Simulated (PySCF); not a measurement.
**From a computed spectrum to the compound**

A species of 5 atoms with charge -1 has these harmonic modes (PBE0, small Gaussian bases with core potentials, PySCF 2.14.0):

```csv
cm⁻¹,km/mol,symmetry
111,0.0,e
111,0.0,e
119,37.6,t2
119,37.6,t2
119,37.6,t2
508,146.1,t2
508,146.1,t2
508,146.1,t2
528,0.0,a1
```

Which species is it, and in which structure?

[EuF4]− (singlet in the valence; each metal's 4f electrons, 6 of them, lie in its core potential, out of spins and levels):
```xyz
5

Eu    0.0000    0.0000    0.0000
F     1.2157    1.2157    1.2157
F    -1.2157   -1.2157    1.2157
F     1.2157   -1.2157   -1.2157
F    -1.2157    1.2157   -1.2157
```
Ideal gas at 298.15 K and 1 bar: S = 365.0 J/(mol K), Cp = 94.2 J/(mol K), H − H(0 K) = 21.4 kJ/mol (rigid rotor, harmonic modes, spin degeneracy alone, that of the 4f electrons in the core included). An lcecp potential fixes the number of 4f electrons, so in runs with it no electron can move into or out of that shell.
 Other answers can fit too; this one was computed.
